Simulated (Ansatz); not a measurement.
Molecule: C$_{3}$H$_{5}$N, net charge 0, singlet state. 
Geometry from a B3LYP-D3(BJ)/def2-TZVP (Ansatz, an electronic-structure program) optimisation:
SMILES: [C-]#[N+]CC
```xyz
9

C     -1.5290     0.2840    -0.1251
C     -0.2976    -0.5526    -0.4537
N      0.8749    -0.0301     0.1651
C      1.8162     0.4197     0.6833
H     -1.4021     1.3088    -0.4729
H     -1.7052     0.3036     0.9501
H     -2.4041    -0.1449    -0.6144
H     -0.4263    -1.5820    -0.1143
H     -0.1245    -0.5812    -1.5311
```
Charge 0, spin multiplicity 1.

Basis-set convergence of Hartree-Fock and MP2 correlation energies (hartree) with Ansatz. Correlated levels leave the core frozen unless marked. Spin-orbit coupling is left out. Non-relativistic.

```
basis        functions       E(HF)  E(corr, MP2)
-----------  ---------  ----------  ------------
aug-cc-pVDZ        137  -170.95385      -0.57531
aug-cc-pVTZ        299           …             …
```

### Question
Complete the blanks.

### Answer

- aug-cc-pVTZ, E(HF): -170.99533
- aug-cc-pVTZ, E(corr, MP2): -0.68717
